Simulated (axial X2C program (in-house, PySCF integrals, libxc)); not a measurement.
GeO⁺: from the spin-free to the two-component result

Computed with an axial X2C code built on PySCF integrals. Spin-free means the one-electron spin-free X2C Hamiltonian; two-component (2c) means X2C with spin–orbit coupling and atomic mean-field two-electron Coulomb and Gaunt terms, so the difference of the two also holds small scalar two-electron terms. Basis: Ge dyall-cv3z [9s9p7d4f1g], O dyall-av3z [7s6p3d2f] (cores contracted in-house); Gaussian nuclei, density fitting, unrestricted open shells. Masses: Ge 73.921 u, O 15.995 u.

Spin-free state: M_S = 1/2, Λ = 1 (beyond evenly filled blocks: π+α, π+β, π-α); fragments Ge+ + O.

```
level  Re (Å)  ωe (cm⁻¹)  De (eV)  μ (D)
 PBE0   1.768      745.1    3.616  -2.06
 PW91   1.795      696.0    4.021  -1.94
```

Dipoles are positive if O is the positive end and refer to the centre of mass.

Q: Within this multiplet, which Ω should lie lowest by the rule for regular and inverted multiplets?

A: The open π shell holds three electrons, one hole, so the multiplet is inverted: Ω = Λ + 1/2 = 3/2. The PBE0 2c search agrees, though Ω = 1/2 of the search lies only 0.04 eV higher.

Two-component determinant lowest at the distance of the search:

Ω = 3/2 (⟨Sz⟩ = 0.50, ⟨Lz⟩ = 1.00 at PBE0); fragments Ge+ + O.

```tsv
level	Re (Å)	ωe (cm⁻¹)	μ (D)
PBE0	1.768	744.6	-2.05
PW91	1.795	695.0	-1.93
```

Q: From the two tables, how do the constants change at the PBE0 level (2c against spin-free)?

A: At the PBE0 level Re is unchanged within 0.001 Å and ωe falls by 0.5 cm⁻¹.

One determinant describes the state; a PBE0 search over occupations chose it and may have missed a lower one. Dissociation energies refer to the lowest single-determinant-based atoms at the same level and basis. De is not given where an atomic determinant may have missed its ground term or J level, or where the truncated virtual space spoils (T). Density functionals use the spin component along the axis (collinear). Other states lie close and PBE0, whose exact exchange favours high spin, may order them wrongly; the determinant shown need not be the ground state. The nearest other spin-free determinant of the search, M_S = 1/2, Λ = 0, lies 0.34 eV up at the distance of the search. The functionals have no current-density term, which raises determinants with orbital currents, atoms included. At some level and bond length an empty orbital lies below a filled one.
